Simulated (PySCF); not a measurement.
Basis and Hamiltonian dependence of the excitation energy of Pb

Pb [Xe] 4f14 5d10 6s2 6p2 (3P) → Pb [Xe] 4f14 5d10 6s1 6p3 (5S). Calculated with PySCF 2.14 from differences of total energies of unrestricted determinants, without spin-orbit coupling. Values in eV.

```json
{"basis": "aug-cc-pVTZ-PP with ECP60MDF", "Hamiltonian": "ECP", "functions": "55", "UHF": "4.694", "r2SCAN": "6.420", "PBE0": "6.541", "MP2 (valence)": "5.319", "CCSD(T) (valence)": "5.488", "CCSD(T) (valence and next inner shell)": "n/a"}
{"basis": "aug-cc-pVTZ-PP with one added diffuse shell each of d, f type with ECP60MDF", "Hamiltonian": "ECP", "functions": "67", "UHF": "4.694", "r2SCAN": "6.420", "PBE0": "6.541", "MP2 (valence)": "5.319", "CCSD(T) (valence)": "5.488", "CCSD(T) (valence and next inner shell)": "n/a"}
{"basis": "cc-pwCVTZ-PP with ECP60MDF", "Hamiltonian": "ECP", "functions": "80", "UHF": "4.709", "r2SCAN": "6.437", "PBE0": "6.557", "MP2 (valence)": "5.374", "CCSD(T) (valence)": "n/a", "CCSD(T) (valence and next inner shell)": "n/a"}
{"basis": "x2c-TZVPPall", "Hamiltonian": "spin-free X2C", "functions": "83", "UHF": "4.690", "r2SCAN": "6.428", "PBE0": "6.509", "MP2 (valence)": "5.300", "CCSD(T) (valence)": "5.472", "CCSD(T) (valence and next inner shell)": "6.186"}
{"basis": "def2-QZVPPD with the def2 core potential (60 electrons)", "Hamiltonian": "ECP", "functions": "88", "UHF": "4.697", "r2SCAN": "6.429", "PBE0": "6.550", "MP2 (valence)": "5.388", "CCSD(T) (valence)": "5.536", "CCSD(T) (valence and next inner shell)": "n/a"}
{"basis": "aug-cc-pVQZ-PP with ECP60MDF", "Hamiltonian": "ECP", "functions": "92", "UHF": "4.697", "r2SCAN": "6.429", "PBE0": "6.548", "MP2 (valence)": "5.388", "CCSD(T) (valence)": "5.535", "CCSD(T) (valence and next inner shell)": "n/a"}
{"basis": "ANO-RCC-VTZP", "Hamiltonian": "spin-free X2C", "functions": "93", "UHF": "4.701", "r2SCAN": "6.451", "PBE0": "6.535", "MP2 (valence)": "5.336", "CCSD(T) (valence)": "5.500", "CCSD(T) (valence and next inner shell)": "6.239"}
{"basis": "aug-cc-pwCVTZ-PP with ECP60MDF", "Hamiltonian": "ECP", "functions": "96", "UHF": "4.699", "r2SCAN": "6.431", "PBE0": "6.554", "MP2 (valence)": "5.367", "CCSD(T) (valence)": "5.525", "CCSD(T) (valence and next inner shell)": "n/a"}
{"basis": "x2c-TZVPPall with one added diffuse shell each of s, p, d, f type", "Hamiltonian": "spin-free X2C", "functions": "99", "UHF": "4.692", "r2SCAN": "6.432", "PBE0": "6.514", "MP2 (valence)": "5.308", "CCSD(T) (valence)": "5.476", "CCSD(T) (valence and next inner shell)": "6.193"}
{"basis": "aug-cc-pVQZ-PP with one added diffuse shell each of s, p, d, f, g type with ECP60MDF", "Hamiltonian": "ECP", "functions": "117", "UHF": "4.697", "r2SCAN": "6.429", "PBE0": "6.549", "MP2 (valence)": "5.389", "CCSD(T) (valence)": "n/a", "CCSD(T) (valence and next inner shell)": "n/a"}
{"basis": "aug-cc-pVQZ-DK3", "Hamiltonian": "spin-free X2C", "functions": "118", "UHF": "4.667", "r2SCAN": "n/a", "PBE0": "n/a", "MP2 (valence)": "5.356", "CCSD(T) (valence)": "5.503", "CCSD(T) (valence and next inner shell)": "n/a"}
{"basis": "aug-cc-pwCVTZ-DK3", "Hamiltonian": "spin-free X2C", "functions": "125", "UHF": "4.672", "r2SCAN": "n/a", "PBE0": "6.520", "MP2 (valence)": "5.340", "CCSD(T) (valence)": "5.497", "CCSD(T) (valence and next inner shell)": "n/a"}
{"basis": "aug-cc-pwCVTZ-DK3 with one added diffuse shell each of s, d, f type", "Hamiltonian": "spin-free X2C", "functions": "138", "UHF": "4.673", "r2SCAN": "n/a", "PBE0": "n/a", "MP2 (valence)": "n/a", "CCSD(T) (valence)": "n/a", "CCSD(T) (valence and next inner shell)": "n/a"}
{"basis": "x2c-QZVPPall", "Hamiltonian": "spin-free X2C", "functions": "142", "UHF": "4.673", "r2SCAN": "6.436", "PBE0": "6.525", "MP2 (valence)": "5.362", "CCSD(T) (valence)": "n/a", "CCSD(T) (valence and next inner shell)": "n/a"}
```

Frozen in the all-electron rows: valence: [Xe] 4f14 5d10; valence and next inner shell: [Kr] 4d10 4f14; with a core potential, the same shells as far as they lie outside it.

Spin-orbit coupling is strong in these open shells (close to jj coupling), so the scalar numbers refer to model states.
